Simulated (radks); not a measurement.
Question: Ionisation of the rhodium ion Rh2+, [Kr] 4d7, to [Kr] 4d6 as the strength of local exchange is varied. All-electron calculation, scalar-relativistic Kohn-Sham, Slater X-alpha exchange (alpha = 2/3 is LDA exchange), no correlation, spin-unpolarised, spherical densities, finite nucleus; Fermi nuclear charge, rms radius 4.4945 fm. Program: a radial shooting solver on a logarithmic mesh with Libxc functionals.

alpha  E(Rh2+) (hartree)  exchange (hartree)  IE (eV)  -e of the level emptied (eV)  <r> of it (bohr)
0.666        -4774.13991          -128.88302   31.171                   24.480 (4d)             1.457
0.667        -4774.33378          -129.08165   31.190                   24.497 (4d)             1.457
0.818        -4803.69747          -159.25048   34.185                   27.245 (4d)             1.410
0.825        -4805.06294          -160.65746   34.328                   27.376 (4d)             1.408
0.873        -4814.43634          -170.32546   35.319                   28.291 (4d)             1.394
0.938        -4827.15765          -183.47338   36.688                   29.559 (4d)             1.375
1.015        -4842.26940          -199.13165   38.352                   31.105 (4d)             1.354
x            -4825.00254          -181.24383   36.454                   29.342 (4d)             1.378

Which alpha was used in the last row?

Answer: alpha = 0.927. NIST Atomic Spectra Database: 31.060 eV (semi-empirical). The central value is not met in this range of alpha. Spin polarisation and multiplet splitting are left out, so open shells lie too high by an amount that depends on their filling.

Beside tabulated values, note that spin-unpolarised runs miss the spin-polarisation part of the exchange energy of open shells.
